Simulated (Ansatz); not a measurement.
CrO₂⁻, relaxed as a doublet with UKS PBE0-D4/def2-TZVPD in Ansatz, starting from the GFN2-xTB geometry. Force threshold 0.02 eV/Å.

The charge -1 doublet is spin-contaminated (final ⟨S²⟩ up to 1.76, 0.75 for a pure state). At PBE0-D4/def2-TZVPD a quartet of charge -1 lies 0.84 eV below the doublet, each at its own geometry. The structure comes from a short search, and lower isomers may exist.

Start:

```xyz
3

Cr    0.000    0.000    0.000
O     0.111   -0.037   -1.557
O    -0.111    0.037    1.557
```

```json
{"step": "1", "energy (eV)": "-32507.3370", "largest force component (eV/Å)": "5.663", "SCF passes": "84"}
{"step": "2", "energy (eV)": "-32507.7621", "largest force component (eV/Å)": "1.850", "SCF passes": "27"}
{"step": "3", "energy (eV)": "-32507.8276", "largest force component (eV/Å)": "0.053", "SCF passes": "28"}
{"step": "4", "energy (eV)": "-32507.8277", "largest force component (eV/Å)": "0.005", "SCF passes": "21"}
{"step": "5", "energy (eV)": "-32507.8277", "largest force component (eV/Å)": "0.006", "SCF passes": "18"}
{"step": "6", "energy (eV)": "-32507.8277", "largest force component (eV/Å)": "0.008", "SCF passes": "16"}
{"step": "7", "energy (eV)": "-32507.8277", "largest force component (eV/Å)": "0.015", "SCF passes": "18"}
{"step": "8", "energy (eV)": "-32507.8278", "largest force component (eV/Å)": "0.030", "SCF passes": "28"}
{"step": "9", "energy (eV)": "-32507.8283", "largest force component (eV/Å)": "0.065", "SCF passes": "27"}
{"step": "10", "energy (eV)": "-32507.8362", "largest force component (eV/Å)": "0.219", "SCF passes": "35"}
{"step": "11", "energy (eV)": "-32508.0129", "largest force component (eV/Å)": "0.537", "SCF passes": "39"}
{"step": "12 (rejected)", "energy (eV)": "-32507.9517", "largest force component (eV/Å)": "2.319", "SCF passes": "40"}
{"step": "13", "energy (eV)": "-32508.1053", "largest force component (eV/Å)": "0.368", "SCF passes": "33"}
{"step": "14", "energy (eV)": "-32508.1263", "largest force component (eV/Å)": "0.135", "SCF passes": "33"}
{"step": "15", "energy (eV)": "-32508.1279", "largest force component (eV/Å)": "0.001", "SCF passes": "27"}
```

Force components are those of the run's own axes.

End:

Cartesian coordinates in Å:
```
Cr -0.392 -0.076 -0.026
O 0.303 0.002 -1.492
O 0.089 0.074 1.518
```

By distances, no bond broke or formed. The bond that changes most is Cr1–O3, from 1.56 to 1.62 Å (atoms count from 1).

The force fell under the threshold at step 4, but the optimiser went on and released 0.300 eV more. No frequencies were taken in this run, so the end may be a saddle point.

Hardware: 2 threads of Arm Neoverse V1 on a shared host. Wall time 40 s.
